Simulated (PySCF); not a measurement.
# Exercise with solution: chemical shift, span and skew from a shielding tensor

C2H10OSi3, SMILES O[C@@H]1C[Si@H]([SiH3])[SiH2]1. Atoms are numbered in the order given.

```xyz
16

O     -0.4914    -0.9407     1.5344
C     -1.3918    -0.8744     0.4185
C     -0.6649    -1.2684    -0.8945
Si     0.4091     0.3403    -1.0739
Si     2.2520     0.2441     0.3851
Si    -1.5377     1.0315     0.0451
H     -0.1153    -1.8431     1.5537
H     -2.3189    -1.4644     0.6102
H     -1.3866    -1.3251    -1.7384
H     -0.1434    -2.2506    -0.8362
H      0.7677     0.7581    -2.4765
H      3.5007     0.8097    -0.2470
H      2.5392    -1.1952     0.7330
H      1.9886     1.0069     1.6524
H     -2.6924     1.3035    -0.8854
H     -1.5967     1.9594     1.2263
```
Charge 0, spin multiplicity 1.

Geometry: PBE-D3(BJ)/def2-SVP. The structure was generated by enumeration; whether it is a known compound was not checked. Other conformers were not sampled.

GIAO shieldings from HF/pcSseg-1 (PySCF), non-relativistic, no solvent. The symmetric part of the tensor of C3 has the principal values 149.2, 168.1, 188.5 ppm. The same nucleus in TMS has σ = 192.6 ppm at this level (PySCF, at its B3LYP-D3(BJ)/def2-TZVP geometry).

**Question.** Work out the isotropic shielding, the ¹³C shift against TMS, the span and the skew.

**Answer.** 
σ(iso) = (σ11 + σ22 + σ33)/3 = 168.6 ppm. δ = σ(ref) − σ(iso) = 192.6 − (168.6) = 24.0 ppm.
Span Ω = σ33 − σ11 = 39.3 ppm. Skew κ = 3(σ(iso) − σ22)/Ω = 0.04. Tumbling in solution averages the tensor to δ; in a static solid the shielding alone would spread this spin-1/2 line over Ω.
